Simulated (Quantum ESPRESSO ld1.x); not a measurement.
Values are calculated unless marked as measured or tabulated.
Problem. These are the eigenvalues of the occupied orbitals of an atom or ion with whole-number occupations (hartree). Level of theory: non-relativistic Kohn-Sham, LDA (Slater exchange, VWN5 correlation), spin-polarised, spherical densities, point nucleus (ld1.x of Quantum ESPRESSO 7.5).

| orbital | eigenvalue |
|---|---|
| 1s up | -11.2201 |

Which element is it, and in what charge state? The configuration may be excited. Open shells, if any, are filled with parallel spins first.

Solution. Z = 5, boron, charge +4: B4+ in 1s1. The 1s level, -11.22 hartree, gives Z - s = 4.7 by -(Z - s)^2/2, which with screening narrows Z to a few neighbours, and with so few levels the electron count can be read from the list.
